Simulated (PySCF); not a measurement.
Ga(OH)(SeH)2 (GaH3OSe2), SMILES [OH][Ga]([SeH])[SeH]. Atoms are numbered in the order given.

```xyz
7

Ga    -0.5466     0.0040     0.0000
O     -2.3314     0.1252     0.0000
H     -2.8127    -0.7119     0.0000
Se     0.5060    -2.0933     0.0000
H      1.8470    -1.4781     0.0000
Se     0.5148     2.0817     0.0000
H      1.8548     1.4626     0.0000
```

The structure is a stationary point at B3LYP-D3(BJ)/def2-SVP. Other conformers were not sampled.

The numbers are results of TDA-CAM-B3LYP/def2-SVPD (PySCF), not measurements.

Vertical excitations. Isolated molecule, no solvent. State labels are in the subgroup Cs.

```csv
state,symmetry,energy (eV),λ (nm),f,main pairs
S1,A",4.72,263,0.000,"HOMO→LUMO 77 %, HOMO→LUMO+1 19 %"
S2,A",5.20,239,0.031,"HOMO−1→LUMO 74 %, HOMO−1→LUMO+1 20 %"
S3,A",5.31,234,0.001,"HOMO→LUMO+1 61 %, HOMO→LUMO 15 %"
S4,A",5.60,221,0.031,"HOMO−1→LUMO+1 46 %, HOMO−1→LUMO 15 %, HOMO→LUMO+3 14 %, HOMO→LUMO+4 8 %"
S5,A',5.61,221,0.001,"HOMO→LUMO+2 72 %, HOMO−2→LUMO 20 %"
S6,A',6.25,199,0.032,HOMO−1→LUMO+2 81 %
S7,A",6.51,191,0.000,HOMO−2→LUMO+2 96 %
S8,A',6.53,190,0.189,"HOMO−2→LUMO+1 50 %, HOMO−2→LUMO 39 %"
S9,A",6.82,182,0.015,HOMO→LUMO+3 63 %
S10,A",6.90,180,0.045,"HOMO−3→LUMO 28 %, HOMO→LUMO+4 25 %, HOMO−1→LUMO+3 22 %, HOMO−1→LUMO+4 5 %"
T1,A",4.39,283,0,"HOMO→LUMO 75 %, HOMO→LUMO+1 19 %"
T2,A",4.78,259,0,"HOMO−1→LUMO 74 %, HOMO−1→LUMO+1 17 %"
T3,A",4.90,253,0,"HOMO→LUMO+1 52 %, HOMO→LUMO 13 %, HOMO−1→LUMO+1 9 %"
T4,A',5.10,243,0,"HOMO→LUMO+2 59 %, HOMO−2→LUMO 28 %"
```
Triplets are in the Tamm–Dancoff approximation.
